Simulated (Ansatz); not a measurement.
# Four-centre ligand exchange

Start structure (BHBrCl₃, closed shell), relaxed at PBE0-D4/def2-TZVP:

```xyz
6
angstrom
B -0.6869 -0.3181 -0.9278
Cl 0.5658 0.6471 -1.6592
Cl -0.4788 -2.0347 -0.7804
Cl -2.1532 0.4364 -0.3871
H 1.8169 1.0007 1.4567
Br 0.9363 0.2684 2.2976
```

The step: BCl₃ ([Cl][B]([Cl])[Cl]) + HBr → BBrCl₂ ([Cl][B]([Cl])[Br]) + HCl; bonds formed: B1–Br6, Cl2–H5; bonds broken: B1–Cl2, H5–Br6. Ansatz 0.2.0; basis: def2-TZVPP and def2-QZVPP; cores frozen in the correlated methods. Filled d shells of the heavier atoms are correlated. The def2 sets are not built for correlating such inner shells, so the correlated values are less sure here. Extrapolation: Hartree–Fock as exp(−7.88 √X), correlation as X^−2.97. Energies below are by CCSD(T) at an estimated basis limit (MP2 extrapolated from triple and quadruple zeta, plus CCSD(T) − MP2 in triple zeta).

Q: What are the electronic barrier and the energy of the step, from the start structure to the end structure? (An estimate is asked for; the value comes from the calculation.)

A: Computed: Barrier 26.02 kcal/mol; step energy 1.78 kcal/mol (uphill); reverse barrier, their difference, 24.24 kcal/mol. Barrier and step energy count from the start structure, the reverse barrier from the end structure.

The saddle point: One imaginary mode of 669i cm⁻¹.
```
  pair  start (Å)  saddle (Å)  end (Å)
B1–Br6       3.66        2.20     1.91
Cl2–H5       3.38        1.55     1.28
B1–Cl2       1.74        1.99     3.58
H5–Br6       1.42        1.70     2.96
```

Zero-point energy (harmonic, PBE0-D4): ZPE is 8.94 kcal/mol at the start and 7.89 kcal/mol at the saddle, so the barrier goes from 26.02 to 24.97 kcal/mol.

The T1 diagnostic stays at or below 0.010.

Labels in which every atom is bracketed show which atoms are joined, not bond orders.

For scale, one of the runs: CCSD(T)/def2-TZVPP, 219 basis functions, launched by `ansatz run in.yaml --threads 8 --pin off --events-out ev --progress --plain --max-ram 19148MiB`. Time: 79 s of wall clock on 8 CPU threads of an Arm Neoverse V1; the host was shared. Peak host memory: 3.2 GiB.
